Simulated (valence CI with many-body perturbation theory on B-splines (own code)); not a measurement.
## Xe XL: electric-dipole lines

Method: valence CI with perturbative core correlation (CI+MBPT): five valence electrons over a frozen Dirac-Fock core [Ne], radial functions for each j: 11 s, 11 p, 10 d, 8 f, 5 g, 2 h, with the one-electron correlation potential Σ1 (screened to all orders), the two-electron term Σ2, the three-electron term Σ3, Breit, model QED; selected single and double excitations, second order for the rest, scaled by the run's own slope (own B-spline code, finite nucleus).

No measured spectrum was set against this ion. As an estimate, large intervals hold to a few tenths of a per cent, small ones and those within an open d or f shell to about a per cent. Among the levels kept, up to 4700 cm⁻¹ of a level comes from second order outside the variational space, and about a tenth of that is noise between levels of different J, which matters for small intervals.

Lines 201 to 250 of 547 in falling wavelength, among levels below 543.13 eV, chosen from the strongest by gf and those to the six lowest levels. Wavelengths and rates use the calculated energies. Electric multipoles are in the length gauge with retardation, E1 and E2 with the static RPA response of the core. Weak lines are less certain than strong ones. Lines between different terms over intervals too small for the method are left out, as are lines whose strength nearly cancels. The highest levels of a list are the least certain.

Levels are named by their leading jj configuration (3d3/2^4 stands for four electrons in 3d with j = 3/2), which in mixed levels can hold well under half, so a name can repeat and another be missing. Letters in brackets count levels of one name in rising energy.

```
λ vac (nm)                               Upper                               Lower   A (s⁻¹)  S (a.u.) with core polarisation  S without
     6.301  (3s 3p1/2^2 3d3/2 3d5/2) J=7/2 [b]  (3s 3p1/2^2 3p3/2 3d3/2) J=5/2 [a]  1.60e+10                         1.58e-02   1.61e-02
     6.300  (3s 3p1/2 3p3/2^2 3d5/2) J=5/2 [e]  (3s^2 3p1/2 3p3/2 3d5/2) J=7/2 [b]  4.08e+10                         3.02e-02   3.08e-02
     6.294      (3s^2 3p3/2 3d5/2^2) J=7/2 [b]          (3s^2 3p3/2^2 3d3/2) J=7/2  1.73e+10                         1.70e-02   1.74e-02
     6.292  (3s^2 3p3/2 3d3/2 3d5/2) J=3/2 [c]      (3s^2 3p3/2^2 3d3/2) J=3/2 [a]  3.17e+10                         1.56e-02   1.59e-02
     6.292      (3s^2 3p1/2 3p3/2 3d5/2) J=1/2          (3s^2 3p1/2 3p3/2^2) J=3/2  9.44e+10                         2.32e-02   2.36e-02
     6.290  (3s 3p1/2 3p3/2^2 3d5/2) J=3/2 [c]      (3s^2 3p1/2 3p3/2 3d5/2) J=1/2  9.68e+10                         4.76e-02   4.85e-02
     6.287  (3s 3p1/2 3p3/2^2 3d5/2) J=7/2 [f]  (3s^2 3p1/2 3p3/2 3d5/2) J=5/2 [b]  1.39e+10                         1.37e-02   1.40e-02
     6.284        (3s 3p3/2^3 3d3/2) J=1/2 [b]          (3s^2 3p3/2^2 3d5/2) J=1/2  7.99e+10                         1.96e-02   1.99e-02
     6.276          (3s^2 3p1/2 3d5/2^2) J=5/2      (3s^2 3p1/2 3p3/2 3d3/2) J=7/2  2.93e+10                         2.15e-02   2.19e-02
     6.273          (3s^2 3p3/2 3d5/2^2) J=3/2      (3s^2 3p3/2^2 3d3/2) J=3/2 [b]  1.01e+11                         4.91e-02   5.01e-02
     6.271  (3s^2 3p3/2 3d3/2 3d5/2) J=5/2 [d]          (3s^2 3p3/2^2 3d3/2) J=7/2  2.30e+10                         1.68e-02   1.71e-02
     6.270        (3s 3p3/2^3 3d3/2) J=1/2 [a]            (3s 3p1/2 3p3/2^3) J=3/2  7.18e+10                         1.75e-02   1.78e-02
     6.260          (3s 3p1/2^2 3p3/2^2) J=1/2          (3s^2 3p1/2^2 3p3/2) J=3/2  7.00e+10                         1.69e-02   1.73e-02
     6.257          (3s 3p1/2^2 3d5/2^2) J=5/2  (3s 3p1/2^2 3p3/2 3d3/2) J=3/2 [b]  4.12e+10                         2.99e-02   3.05e-02
     6.254  (3s 3p1/2 3p3/2^2 3d3/2) J=7/2 [d]  (3s^2 3p1/2 3p3/2 3d5/2) J=5/2 [a]  6.21e+10                         6.00e-02   6.11e-02
     6.254  (3s 3p1/2 3p3/2^2 3d5/2) J=3/2 [c]  (3s^2 3p1/2 3p3/2 3d5/2) J=5/2 [b]  5.69e+10                         2.75e-02   2.80e-02
     6.254  (3s^2 3p3/2 3d3/2 3d5/2) J=3/2 [c]          (3s^2 3p3/2^2 3d5/2) J=1/2  1.09e+11                         5.25e-02   5.35e-02
     6.251      (3s^2 3p3/2^2 3d5/2) J=5/2 [b]                (3s^2 3p3/2^3) J=3/2  3.45e+11                         2.49e-01   2.54e-01
     6.250  (3s^2 3p3/2 3d3/2 3d5/2) J=9/2 [b]          (3s^2 3p3/2^2 3d5/2) J=7/2  3.37e+10                         4.06e-02   4.13e-02
     6.248  (3s 3p1/2 3p3/2^2 3d5/2) J=3/2 [d]  (3s^2 3p1/2 3p3/2 3d5/2) J=3/2 [c]  1.23e+11                         5.91e-02   6.03e-02
     6.247            (3s 3p3/2^3 3d5/2) J=3/2          (3s^2 3p3/2^2 3d3/2) J=1/2  4.03e+10                         1.94e-02   1.98e-02
     6.246  (3s 3p1/2 3p3/2^2 3d5/2) J=7/2 [b]  (3s^2 3p1/2 3p3/2 3d5/2) J=7/2 [a]  1.28e+11                         1.23e-01   1.26e-01
     6.240            (3s 3p1/2 3p3/2^3) J=5/2          (3s^2 3p1/2 3p3/2^2) J=5/2  2.10e+11                         1.51e-01   1.54e-01
     6.232          (3s^2 3p1/2 3d5/2^2) J=1/2  (3s^2 3p1/2 3p3/2 3d5/2) J=3/2 [b]  5.45e+10                         1.30e-02   1.33e-02
     6.226          (3s 3p1/2^2 3p3/2^2) J=3/2          (3s^2 3p1/2^2 3p3/2) J=3/2  1.12e+11                         5.34e-02   5.44e-02
     6.224  (3s 3p1/2 3p3/2^2 3d5/2) J=1/2 [c]  (3s^2 3p1/2 3p3/2 3d5/2) J=3/2 [c]  2.37e+11                         5.65e-02   5.75e-02
     6.224  (3s 3p1/2 3p3/2^2 3d5/2) J=7/2 [f]  (3s^2 3p1/2 3p3/2 3d5/2) J=7/2 [b]  1.88e+11                         1.79e-01   1.83e-01
     6.222  (3s 3p1/2 3p3/2^2 3d3/2) J=7/2 [c]      (3s^2 3p1/2 3p3/2 3d3/2) J=7/2  5.46e+10                         5.20e-02   5.30e-02
     6.208            (3s 3p3/2^3 3d5/2) J=3/2      (3s^2 3p3/2^2 3d3/2) J=3/2 [a]  2.45e+10                         1.16e-02   1.18e-02
     6.199  (3s 3p1/2 3p3/2^2 3d5/2) J=5/2 [g]            (3s 3p1/2 3p3/2^3) J=5/2  2.13e+10                         1.50e-02   1.53e-02
     6.197  (3s 3p1/2 3p3/2^2 3d5/2) J=5/2 [c]  (3s^2 3p1/2 3p3/2 3d3/2) J=3/2 [b]  5.55e+10                         3.91e-02   3.98e-02
     6.191  (3s^2 3p3/2 3d3/2 3d5/2) J=5/2 [d]      (3s^2 3p3/2^2 3d3/2) J=3/2 [a]  1.78e+11                         1.25e-01   1.28e-01
     6.191  (3s 3p1/2 3p3/2^2 3d5/2) J=5/2 [a]  (3s^2 3p1/2 3p3/2 3d5/2) J=7/2 [a]  4.14e+10                         2.91e-02   2.97e-02
     6.186      (3s^2 3p3/2 3d5/2^2) J=7/2 [b]          (3s^2 3p3/2^2 3d3/2) J=5/2  1.31e+11                         1.23e-01   1.25e-01
     6.186  (3s 3p1/2 3p3/2^2 3d5/2) J=3/2 [a]  (3s^2 3p1/2 3p3/2 3d5/2) J=5/2 [a]  1.11e+11                         5.20e-02   5.30e-02
     6.180            (3s 3p3/2^3 3d5/2) J=3/2          (3s^2 3p3/2^2 3d3/2) J=5/2  8.87e+10                         4.13e-02   4.21e-02
     6.178  (3s 3p1/2 3p3/2^2 3d5/2) J=3/2 [c]  (3s^2 3p1/2 3p3/2 3d5/2) J=3/2 [b]  3.32e+10                         1.54e-02   1.57e-02
     6.177  (3s 3p1/2 3p3/2^2 3d3/2) J=3/2 [e]  (3s^2 3p1/2 3p3/2 3d3/2) J=5/2 [b]  3.84e+10                         1.79e-02   1.82e-02
     6.175             (3p1/2^2 3p3/2^3) J=3/2          (3s 3p1/2^2 3p3/2^2) J=3/2  1.43e+11                         6.65e-02   6.78e-02
     6.173            (3s 3p1/2 3p3/2^3) J=3/2          (3s^2 3p1/2 3p3/2^2) J=1/2  5.35e+10                         2.48e-02   2.53e-02
     6.171          (3s^2 3p3/2 3d5/2^2) J=9/2          (3s^2 3p3/2^2 3d3/2) J=7/2  6.21e+10                         7.20e-02   7.34e-02
     6.170            (3s 3p3/2^3 3d5/2) J=3/2          (3s^2 3p3/2^2 3d5/2) J=1/2  7.93e+10                         3.68e-02   3.75e-02
     6.164  (3s^2 3p3/2 3d3/2 3d5/2) J=5/2 [d]          (3s^2 3p3/2^2 3d3/2) J=5/2  3.69e+10                         2.56e-02   2.61e-02
     6.160  (3s 3p1/2 3p3/2^2 3d5/2) J=5/2 [b]  (3s^2 3p1/2 3p3/2 3d5/2) J=5/2 [a]  5.14e+10                         3.56e-02   3.63e-02
     6.160  (3s 3p1/2 3p3/2^2 3d3/2) J=1/2 [d]  (3s^2 3p1/2 3p3/2 3d3/2) J=1/2 [b]  1.63e+11                         3.75e-02   3.82e-02
     6.156      (3s^2 3p3/2 3d5/2^2) J=5/2 [b]          (3s^2 3p3/2^2 3d3/2) J=7/2  4.60e+10                         3.18e-02   3.24e-02
     6.152  (3s 3p1/2 3p3/2^2 3d5/2) J=7/2 [c]  (3s^2 3p1/2 3p3/2 3d5/2) J=5/2 [a]  2.02e+10                         1.85e-02   1.89e-02
     6.148  (3s 3p1/2 3p3/2^2 3d5/2) J=3/2 [b]  (3s^2 3p1/2 3p3/2 3d3/2) J=3/2 [b]  5.09e+10                         2.33e-02   2.38e-02
     6.142             (3p1/2^2 3p3/2^3) J=3/2          (3s 3p1/2^2 3p3/2^2) J=1/2  2.87e+10                         1.31e-02   1.34e-02
     6.138  (3s 3p1/2 3p3/2^2 3d3/2) J=3/2 [c]  (3s^2 3p1/2 3p3/2 3d3/2) J=1/2 [a]  8.76e+10                         4.00e-02   4.07e-02
```
